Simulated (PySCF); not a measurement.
These are PBE-D3(BJ)/def2-TZVP // PBE-D3(BJ)/def2-SVP (PySCF 2.14.0) values and carry that method's errors. Isolated molecules, 0 K electronic values unless said otherwise. 

Reference species: [Nb(Cl)2(F)3] (neutral, multiplicity 1).

```
Property                Value
-------------------  --------
HOMO–LUMO gap         4.15 eV
HOMO                 -8.76 eV
LUMO                 -4.61 eV
coordination number         5
```

After one change: the HOMO–LUMO gap rises by 1.11 eV; the HOMO decreases by 0.67 eV; the LUMO rises by 0.44 eV; the coordination number hardly moves.

Task: What was changed between the two runs? The new species is one of these.
A. [Nb(Cl)5]
B. [Nb(Cl)(F)4]
C. [Nb(F)5]
D. [Nb(Cl)4(F)]

Result: B, [Nb(Cl)(F)4]
